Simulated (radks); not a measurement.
Spin polarisation of the 6p2 shell in Bi+. Start: [Hg] 6p(up 1, down 1); electrons of 6p are moved from spin down to spin up, other shells keep equal spins. Calculated with a radial shooting solver on a logarithmic mesh with Libxc functionals: scalar-relativistic Kohn-Sham, LDA (Slater exchange, Perdew-Wang correlation), spin-polarised, spherical densities, point nucleus.

| moment (Bohr magnetons) | E - E(0) (eV) | e(6p up) (eV) | e(6p down) (eV) | 6s down minus up (eV) |
|---|---|---|---|---|
| 0 | 0.000 | -11.713 | -11.713 | 0.000 |
| 0.5 | -0.036 | -11.850 | -11.560 | 0.254 |
| 1 | -0.145 | -11.975 | -11.390 | 0.511 |
| 1.5 | -0.329 | -12.088 | -11.200 | 0.771 |
| 2 | -0.590 | -12.187 | -10.988 | 1.037 |

At moment 2 the spin-polarisation energy is -0.590 eV and the 6p exchange splitting 1.199 eV, that is 0.600 eV per Bohr magneton; E = -I m^2/4 would give I = 0.590 eV.
